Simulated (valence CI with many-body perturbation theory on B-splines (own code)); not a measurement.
**E1 transitions of Ta⁶⁷⁺**

Calculated by configuration interaction combined with many-body perturbation theory (CI+MBPT): four valence electrons over a frozen Dirac-Fock core [He], a basis of 11 s, 11 p, 10 d, 8 f, 5 g, 2 h functions for each j, with the one-electron correlation potential Σ1, the two-electron term Σ2, the three-electron term Σ3, Breit, model QED; selected CI, second order for the rest, scaled by the run's own slope (own B-spline code, finite nucleus).

The last digits are not significant, and no measured levels were compared; by estimate large intervals hold to a few tenths of a per cent, small ones and those within an open d or f shell to about a per cent. Among the levels kept, up to 1300 cm⁻¹ of a level comes from second order outside the variational space, and about a tenth of that is noise between levels of different J, which matters for small intervals.

Lines 51 to 100 of 600 in falling wavelength, among levels below 112460 × 10³ cm⁻¹, chosen from the strongest by gf and those to the six lowest levels. Wavelengths and rates use the calculated energies. Electric multipoles are in the length gauge, E1 and E2 with the static RPA response of the core. Weak lines are less certain than strong ones. Lines between different terms over intervals too small for the method are left out, as are lines whose strength nearly cancels. The highest levels of a list are the least certain.

Levels are named by their leading jj configuration (3d3/2^4 stands for four electrons in 3d with j = 3/2), which in mixed levels can hold well under half, so a name can repeat and another be missing. Letters in brackets count levels of one name in rising energy.

| λ vac (nm) | Upper | Lower | A (s⁻¹) | log gf | Branch % |
| --- | --- | --- | --- | --- | --- |
| 2.711 | (2s^2 2p1/2 3d3/2) J=1 | (2s^2 2p1/2 3p1/2) J=0 | 4.55e+11 | -0.82 | 0.0 |
| 2.707 | (2s 2p1/2 2p3/2 3d3/2) J=2 [b] | (2s 2p1/2 2p3/2 3p1/2) J=2 [b] | 4.99e+11 | -0.56 | 0.0 |
| 2.687 | (2s 2p3/2^2 3p3/2) J=3 [a] | (2s 2p3/2^2 3s) J=2 [a] | 4.67e+11 | -0.45 | 0.2 |
| 2.673 | (2p1/2 2p3/2^2 3p3/2) J=1 [a] | (2p1/2 2p3/2^2 3s) J=2 [b] | 6.51e+11 | -0.68 | 0.1 |
| 2.657 | (2s 2p3/2^2 3p3/2) J=1 [b] | (2s 2p3/2^2 3s) J=0 | 7.02e+11 | -0.65 | 0.1 |
| 2.653 | (2s 2p1/2 2p3/2 3d3/2) J=1 [b] | (2s 2p1/2 2p3/2 3p1/2) J=2 [b] | 7.12e+11 | -0.65 | 0.0 |
| 2.652 | (2s 2p3/2^2 3d3/2) J=3 [b] | (2s 2p3/2^2 3p1/2) J=2 [b] | 5.84e+11 | -0.37 | 0.0 |
| 2.650 | (2s 2p1/2 2p3/2 3d3/2) J=2 [a] | (2s 2p1/2 2p3/2 3p1/2) J=2 [a] | 3.69e+11 | -0.71 | 0.1 |
| 2.647 | (2s^2 2p3/2 3d3/2) J=2 | (2s^2 2p3/2 3p1/2) J=2 | 3.56e+11 | -0.73 | 0.0 |
| 2.644 | (2p1/2 2p3/2^2 3p3/2) J=3 [b] | (2p1/2 2p3/2^2 3s) J=2 [b] | 4.56e+11 | -0.48 | 0.1 |
| 2.638 | (2s 2p1/2 2p3/2 3p3/2) J=1 [a] | (2s 2p1/2 2p3/2 3s) J=1 [a] | 8.75e+11 | -0.56 | 0.3 |
| 2.638 | (2p1/2^2 2p3/2 3d3/2) J=2 | (2p1/2^2 2p3/2 3p1/2) J=2 | 3.39e+11 | -0.75 | 0.2 |
| 2.637 | (2s 2p3/2^2 3d3/2) J=2 [b] | (2s 2p3/2^2 3p1/2) J=1 [b] | 4.50e+11 | -0.63 | 0.0 |
| 2.637 | (2s^2 2p3/2 3d3/2) J=2 | (2s^2 2p3/2 3p1/2) J=1 | 3.74e+11 | -0.71 | 0.0 |
| 2.633 | (2s 2p1/2 2p3/2 3d3/2) J=2 [c] | (2s 2p1/2 2p3/2 3p1/2) J=1 [b] | 4.19e+11 | -0.66 | 0.2 |
| 2.632 | (2s 2p1/2^2 3p3/2) J=1 | (2s 2p1/2^2 3s) J=0 | 7.46e+11 | -0.63 | 0.1 |
| 2.630 | (2s 2p3/2^2 3d3/2) J=3 [a] | (2s 2p3/2^2 3p1/2) J=3 | 4.38e+11 | -0.50 | 0.0 |
| 2.630 | (2p1/2^2 2p3/2 3d3/2) J=2 | (2p1/2^2 2p3/2 3p1/2) J=1 | 3.59e+11 | -0.73 | 0.2 |
| 2.629 | (2p1/2 2p3/2^2 3p3/2) J=2 [a] | (2p1/2 2p3/2^2 3s) J=1 [a] | 3.53e+11 | -0.74 | 0.0 |
| 2.629 | (2s 2p1/2^2 3d3/2) J=1 | (2s 2p1/2^2 3p1/2) J=0 | 5.09e+11 | -0.80 | 0.2 |
| 2.627 | (2s 2p3/2^2 3d3/2) J=2 [a] | (2s 2p3/2^2 3p1/2) J=2 [a] | 6.18e+11 | -0.50 | 0.0 |
| 2.618 | (2s 2p3/2^2 3p3/2) J=1 [a] | (2s 2p3/2^2 3s) J=2 [a] | 1.15e+12 | -0.45 | 0.2 |
| 2.617 | (2s 2p3/2^2 3d3/2) J=3 [a] | (2s 2p3/2^2 3p1/2) J=2 [a] | 3.32e+11 | -0.62 | 0.0 |
| 2.617 | (2p1/2 2p3/2^2 3d3/2) J=2 | (2p1/2 2p3/2^2 3p1/2) J=2 [a] | 3.77e+11 | -0.71 | 0.2 |
| 2.614 | (2s 2p3/2^2 3d3/2) J=4 | (2s 2p3/2^2 3p1/2) J=3 | 7.56e+11 | -0.16 | 0.1 |
| 2.609 | (2s 2p3/2^2 3p3/2) J=0 | (2s 2p3/2^2 3s) J=1 [b] | 1.11e+12 | -0.95 | 5.3 |
| 2.607 | (2s 2p3/2^2 3p3/2) J=3 [b] | (2s 2p3/2^2 3s) J=2 [b] | 1.18e+12 | -0.08 | 0.3 |
| 2.606 | (2s 2p3/2^2 3d3/2) J=1 [a] | (2s 2p3/2^2 3p1/2) J=2 [a] | 8.34e+11 | -0.59 | 0.1 |
| 2.605 | (2s 2p3/2^2 3d3/2) J=2 [c] | (2s 2p3/2^2 3p1/2) J=2 [b] | 2.84e+11 | -0.84 | 0.0 |
| 2.602 | (2s 2p1/2 2p3/2 3d3/2) J=3 [c] | (2s 2p1/2 2p3/2 3p1/2) J=2 [c] | 7.57e+11 | -0.27 | 0.6 |
| 2.601 | (2p1/2^2 2p3/2 3p3/2) J=1 | (2p1/2^2 2p3/2 3s) J=1 | 7.75e+11 | -0.63 | 0.2 |
| 2.601 | (2s^2 2p3/2 3d3/2) J=3 | (2s^2 2p3/2 3p1/2) J=2 | 7.66e+11 | -0.26 | 0.1 |
| 2.597 | (2s^2 2p3/2 3p3/2) J=1 | (2s^2 2p3/2 3s) J=1 | 9.47e+11 | -0.54 | 6.7 |
| 2.595 | (2s 2p1/2 2p3/2 3d3/2) J=3 [a] | (2s 2p1/2 2p3/2 3p1/2) J=2 [a] | 6.94e+11 | -0.31 | 0.2 |
| 2.595 | (2s 2p1/2 2p3/2 3p3/2) J=2 [b] | (2s 2p1/2 2p3/2 3s) J=2 [b] | 7.75e+11 | -0.41 | 0.3 |
| 2.594 | (2s 2p3/2^2 3d3/2) J=2 [c] | (2s 2p3/2^2 3p1/2) J=1 [a] | 2.70e+11 | -0.87 | 0.0 |
| 2.594 | (2p1/2^2 2p3/2 3d3/2) J=3 | (2p1/2^2 2p3/2 3p1/2) J=2 | 7.39e+11 | -0.28 | 1.3 |
| 2.592 | (2s 2p1/2^2 3d3/2) J=2 | (2s 2p1/2^2 3p1/2) J=1 | 7.48e+11 | -0.42 | 0.3 |
| 2.592 | (2p1/2 2p3/2^2 3p3/2) J=3 [a] | (2p1/2 2p3/2^2 3s) J=2 [a] | 1.15e+12 | -0.09 | 0.3 |
| 2.591 | (2s^2 2p1/2 3d3/2) J=2 | (2s^2 2p1/2 3p1/2) J=1 | 7.64e+11 | -0.41 | 0.3 |
| 2.591 | (2s 2p1/2 2p3/2 3d3/2) J=2 [a] | (2s 2p1/2 2p3/2 3p1/2) J=1 [a] | 3.86e+11 | -0.71 | 0.1 |
| 2.587 | (2s 2p1/2 2p3/2 3d3/2) J=4 | (2s 2p1/2 2p3/2 3p1/2) J=3 | 7.42e+11 | -0.17 | 3.3 |
| 2.585 | (2p1/2 2p3/2^2 3d3/2) J=3 | (2p1/2 2p3/2^2 3p1/2) J=2 [a] | 6.70e+11 | -0.33 | 0.2 |
| 2.583 | (2p1/2 2p3/2^2 3p3/2) J=3 [b] | (2p1/2 2p3/2^2 3s) J=3 | 5.91e+11 | -0.38 | 0.1 |
| 2.582 | (2p1/2 2p3/2^2 3d3/2) J=1 | (2p1/2 2p3/2^2 3p1/2) J=1 [a] | 6.33e+11 | -0.72 | 0.3 |
| 2.581 | (2s 2p1/2 2p3/2 3d3/2) J=1 [c] | (2s 2p1/2 2p3/2 3p1/2) J=0 | 4.49e+11 | -0.87 | 0.1 |
| 2.581 | (2s 2p1/2 2p3/2 3p3/2) J=3 [c] | (2s 2p1/2 2p3/2 3s) J=2 [c] | 1.02e+12 | -0.15 | 0.4 |
| 2.578 | (2p1/2 2p3/2^2 3p3/2) J=4 | (2p1/2 2p3/2^2 3s) J=3 | 1.05e+12 | -0.03 | 0.3 |
| 2.577 | (2s 2p1/2 2p3/2 3p3/2) J=2 [c] | (2s 2p1/2 2p3/2 3s) J=1 [c] | 1.01e+12 | -0.30 | 0.3 |
| 2.575 | (2s 2p1/2 2p3/2 3d3/2) J=1 [a] | (2s 2p1/2 2p3/2 3p1/2) J=1 [a] | 6.68e+11 | -0.70 | 0.2 |
